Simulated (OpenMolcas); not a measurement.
Ni3+ (d7) among equal point charges was computed by CASSCF with the d shell active (OpenMolcas, ANO-RCC-VDZP on the metal). Its lowest spin-free states, and all those of the highest spin:

| 2S+1 | Degeneracy | E (cm-1) |
| --- | --- | --- |
| 4 | 2 | 0.0 |
| 4 | 2 | 989.6 |
| 4 | 2 | 1705 |
| 4 | 1 | 2413 |
| 4 | 1 | 20630 |
| 2 | 1 | 21771 |
| 2 | 2 | 21899 |
| 2 | 2 | 22259 |
| 2 | 2 | 22481 |
| 2 | 1 | 22710 |
| 2 | 1 | 22713 |
| 4 | 2 | 23329 |

Q: Is the site octahedral, tetrahedral or cube-like, axial, or of lower symmetry?

A: The states with 2S+1 = 4 have orbital degeneracies 2, 2, 2, 1, 1, 2. There are pairs but no triples, so the site is axial: not cubic, but with a proper or improper axis of order three or more. The run had Ni3+ among 6 point charges of -0.75 e arranged as a trigonal prism (D3h), 1.76 Å from the ion, with a polar angle of 48.6° against the regular 49.1°.

An orbital doublet at a regular site is open to a Jahn-Teller distortion, which this geometry leaves out. Without dynamic correlation the repulsion within the d shell is too large (B by tens of per cent), so at a given field states of lower spin stand too high. Point charges give a weaker field than real ligands, and real ions of this kind are often low spin; the high spin found here belongs to the model. The ground term spreads over less than 5000 cm-1, several times less than with real ligands, so orbital moments are less quenched and χT lies further from the spin-only value than at real sites. Point charges carry no covalency, so the field is a model and not that of real ligands. An unlabelled pair can be two single states that coincide in this model. No measured value stands beside these numbers.
